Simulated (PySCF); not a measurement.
C2H2O, SMILES C1=CO1.

Geometry: PBE0-D3(BJ)/def2-TZVP.

These are PBE0-D3(BJ)/def2-TZVP run with PySCF values and carry that method's errors.

Harmonic, unscaled wavenumbers; measured fundamentals usually lie a few per cent lower.

| mode | ν (cm⁻¹) | IR (km/mol) | moving atoms (share of kinetic energy) |
|---|---|---|---|
| 1 | 189 | 4.3 | C 74 %, O 24 % |
| 2 | 552 | 93.4 | H 88 %, C 11 % |
| 3 | 637 | 0.0 | H 63 %, C 37 % |
| 4 | 912 | 60.1 | H 67 %, O 28 % |
| 5 | 974 | 6.5 | H 79 %, C 16 % |
| 6 | 1102 | 14.3 | C 38 %, O 33 %, H 29 % |
| 7 | 1850 | 2.4 | C 84 %, H 15 % |
| 8 | 3340 | 54.8 | H 93 % |
| 9 | 3414 | 2.8 | H 84 %, C 16 % |
